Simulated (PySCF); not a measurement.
SMILES O=C[C@@H]1C[C@@H]1[SiH2]P, C4H9OPSi

Geometry:
```csv
atom,x (Å),y (Å),z (Å)
O1,0.294,0.822,1.650
C2,-0.450,1.484,0.957
C3,-1.207,0.920,-0.145
C4,-1.926,-0.390,0.120
C5,-0.673,-0.406,-0.664
Si6,0.901,-1.108,0.132
P7,2.557,0.401,0.071
H8,-0.567,2.565,1.138
H9,-1.674,1.621,-0.823
H10,-2.876,-0.528,-0.376
H11,-1.899,-0.757,1.135
H12,-0.777,-0.542,-1.732
H13,1.276,-2.164,-0.834
H14,0.634,-1.779,1.402
H15,2.825,0.393,1.422
H16,3.553,-0.523,-0.196
```

The calculation used TDDFT BHandHLYP/def2-SVPD circular dichroism and optical rotation, one conformer, gas phase (PySCF). Geometry: GFN2-xTB.

The molecule is flexible and this is one conformer; a measurement averages over conformers.

(1) Draw the ECD and absorption spectra from the lowest 8 states, each a Gaussian of half-width 0.3 eV at 1/e height.

Results:

(1) 
```tsv
E (eV)	λ (nm)	Δε (L mol⁻¹ cm⁻¹)	ε (L mol⁻¹ cm⁻¹)
4.18	297	+0.58	5.3
4.28	290	+1.57	14.4
4.38	283	+3.42	31.4
4.48	277	+5.97	54.7
4.58	271	+8.33	76.3
4.68	265	+9.31	85.3
4.78	259	+8.33	76.4
4.88	254	+5.97	54.9
4.98	249	+3.42	32.9
5.08	244	+1.55	21.7
5.18	239	+0.50	33.9
5.28	235	-0.09	92
5.38	230	-0.62	229
5.48	226	-1.34	462
5.58	222	-2.18	749
5.68	218	-2.83	972
5.78	215	-2.94	1010
5.88	211	-2.46	849
5.98	207	-1.68	598
6.08	204	-0.98	440
6.18	201	-0.45	545
6.28	197	+0.23	1030
6.38	194	+1.51	1920
6.48	191	+2.96	3060
6.58	188	+2.16	4350
6.68	186	-4.36	6080
6.78	183	-17.32	9050
6.88	180	-31.28	13800
6.98	178	-37.19	19200
7.08	175	-30.57	22700
7.18	173	-16.12	22100
7.28	170	-2.74	17300
7.38	168	+4.72	11000
7.48	166	+7.49	5710
7.58	164	+8.66	2550
```
Δε uses R in velocity form, ε uses f in length form. Only the states computed contribute, so the short-wavelength end is incomplete.
